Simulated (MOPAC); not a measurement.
Input file for MOPAC: PM3 on BBr2HO (SMILES OB(Br)Br), a point of a torsion scan.

```
PM3 1SCF PRECISE CHARGE=0 THREADS=1
BBr2HO

O     -0.83389532 1    -0.61326152 1     0.21632319 1
B      0.29648071 1     0.05154156 1     0.08565316 1
Br     0.41004965 1     1.93785696 1     0.32878698 1
Br     1.90844954 1    -0.92875689 1    -0.03486287 1
H     -1.66967931 1    -0.54377824 1    -0.23420160 1
```

It printed:

```
*******************************************************************************
 **                                                                           **
 **                              MOPAC v23.2.5                                **
 **                                                                           **
 *******************************************************************************
 ** MOPAC's Digital Object Identifier: https://doi.org/10.5281/zenodo.6511958 **
 **                                                                           **
 ** Please cite the open-source release paper for use of this MOPAC version:  **
 ** J. E. Moussa and J. J. P. Stewart (2026)                                  **
 ** MOPAC: An open-source semiempirical molecular orbital program             **
 ** J. Open Source Softw., 11(119), 8025, https://doi.org/10.21105/joss.08025 **
 *******************************************************************************

                              PM3 CALCULATION RESULTS

 *******************************************************************************
 *  PM3        - The PM3 Hamiltonian to be used
 *
 *
 *
 *                 CHARGE ON SYSTEM = 0
 *
 *
 *
 *  PRECISE    - TIGHTER CRITERIA TO BE USED
 *  1SCF       - DO 1 SCF AND THEN STOP
 *  THREADS=1  - MULTI-THREADING NOT USED
 *  T=         - A TIME OF 172800.0 SECONDS REQUESTED
 *  DUMP=N     - RESTART FILE WRITTEN EVERY 7200.0 SECONDS REQUESTED
 *******************************************************************************
PM3 1SCF PRECISE CHARGE=0 THREADS=1
 BBr2HO

   ATOM   CHEMICAL          X               Y               Z
  NUMBER   SYMBOL      (ANGSTROMS)     (ANGSTROMS)     (ANGSTROMS)

     1       O         -0.83389532  *  -0.61326152  *   0.21632319  *
     2       B          0.29648071  *   0.05154156  *   0.08565316  *
     3      Br          0.41004965  *   1.93785696  *   0.32878698  *
     4      Br          1.90844954  *  -0.92875689  *  -0.03486287  *
     5       H         -1.66967931  *  -0.54377824  *  -0.23420160  *



          CARTESIAN COORDINATES

    NO.       ATOM           X           Y           Z

     1         O         -0.8339     -0.6133      0.2163
     2         B          0.2965      0.0515      0.0857
     3        Br          0.4100      1.9379      0.3288
     4        Br          1.9084     -0.9288     -0.0349
     5         H         -1.6697     -0.5438     -0.2342

  H: (PM3): J. J. P. STEWART, J. COMP. CHEM. 10, 209 (1989).
  B: (PM3): J. J. P. STEWART, J. MOL. MOD., 10, 155-164 (2004)
  O: (PM3): J. J. P. STEWART, J. COMP. CHEM. 10, 209 (1989).
 Br: (PM3): J. J. P. STEWART, J. COMP. CHEM. 10, 209 (1989).

           Empirical Formula: H O B Br2  =     5 atoms



      MOLECULAR POINT GROUP   :   C1


      RHF CALCULATION, NO. OF DOUBLY OCCUPIED LEVELS = 12


 -------------------------------------------------------------------------------
 PM3 1SCF PRECISE CHARGE=0 THREADS=1
 BBr2HO



     1SCF WAS SPECIFIED, SO BFGS WAS NOT USED
     SCF FIELD WAS ACHIEVED


                              PM3 CALCULATION
                                                       MOPAC v23.2.5 Linux




          FINAL HEAT OF FORMATION =        -91.24212 KCAL/MOL =    -381.75703 KJ/MOL


          COSMO AREA              =        116.59 SQUARE ANGSTROMS
          COSMO VOLUME            =        103.41 CUBIC ANGSTROMS

          IONIZATION POTENTIAL    =         11.524993 EV
          HOMO LUMO ENERGIES (EV) =        -11.525 -1.103
          NO. OF FILLED LEVELS    =         12
          MOLECULAR WEIGHT        =        187.6253         POINT GROUP:  C1

          MOLECULAR DIMENSIONS (Angstroms)

            Atom       Atom       Distance
            H     5   Br     4     3.60430
           Br     4   Br     3     2.72934
           Br     4    O     1     0.39419


          SCF CALCULATIONS        =          1





   ATOM   CHEMICAL          X               Y               Z
  NUMBER   SYMBOL      (ANGSTROMS)     (ANGSTROMS)     (ANGSTROMS)

     1       O         -0.83389532  *  -0.61326152  *   0.21632319  *
     2       B          0.29648071  *   0.05154156  *   0.08565316  *
     3      Br          0.41004965  *   1.93785696  *   0.32878698  *
     4      Br          1.90844954  *  -0.92875689  *  -0.03486287  *
     5       H         -1.66967931  *  -0.54377824  *  -0.23420160  *

                             CARTESIAN COORDINATES

   1    O       -0.833895320    -0.613261520     0.216323190
   2    B        0.296480710     0.051541560     0.085653160
   3   Br        0.410049650     1.937856960     0.328786980
   4   Br        1.908449540    -0.928756890    -0.034862870
   5    H       -1.669679310    -0.543778240    -0.234201600


           Empirical Formula: H O B Br2  =     5 atoms



      MOLECULAR POINT GROUP   :   C1


                  EIGENVALUES
 -40.17744 -23.81828 -22.55961 -21.33426 -18.06164 -16.49019 -15.84232 -12.52766
 -12.12159 -12.02930 -11.79708 -11.52499  -1.10264  -0.24718   0.88340   2.40428
   4.47171


              NET ATOMIC CHARGES AND DIPOLE CONTRIBUTIONS

  ATOM NO.   TYPE          CHARGE      No. of ELECS.   s-Pop       p-Pop
    1          O          -0.169160        6.1692     1.65133     4.51782
    2          B          -0.048278        3.0483     1.12511     1.92316
    3         Br          -0.077942        7.0779     1.87215     5.20579
    4         Br           0.025127        6.9749     1.87778     5.09710
    5          H           0.270252        0.7297     0.72975
 DIPOLE           X         Y         Z       TOTAL
 POINT-CHG.    -1.482    -1.057    -0.627     1.925
 HYBRID        -1.067    -0.078    -0.254     1.100
 SUM           -2.549    -1.135    -0.881     2.926


          ATOMIC ORBITAL ELECTRON POPULATIONS

     Atom    s        px        py        pz
    1  O   1.65133   1.25533   1.70737   1.55513
    2  B   1.12511   0.74842   0.72614   0.44860
    3 Br   1.87215   1.97660   1.31634   1.91286
    4 Br   1.87778   1.41168   1.76658   1.91883
    5  H   0.72975

 **********************
 *                    *
 * JOB ENDED NORMALLY *
 *                    *
 **********************




 == MOPAC DONE ==
```

The run finished.

Cost: very roughly 0.05 core-seconds.
